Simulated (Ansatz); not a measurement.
K₂Se⁺. Charge 1, multiplicity 2. Geometry r2SCAN-D4/def2-TZVP, that of the neutral singlet; atoms count from 1.

| atom | x (Å) | y (Å) | z (Å) |
| --- | --- | --- | --- |
| K1 | 0.401 | -2.685 | -0.727 |
| K2 | -0.767 | 2.645 | 0.560 |
| Se3 | 0.366 | 0.040 | 0.167 |

The structure comes from a short search, and lower isomers may exist.

Estimate the Mulliken populations from the PBE0/def2-TZVP orbitals of Ansatz.


```
atom  charge (e)  spin (α − β)
  K1        0.86          0.00
  K2        0.86          0.00
 Se3       -0.72          1.01
```
Mulliken values depend strongly on the basis.

Where does the spin sit?

Summed by element: K -0.01, Se 1.01, of 1 unpaired in all. Largest on single atoms: Se3 1.01, K1 0.00, K2 0.00.
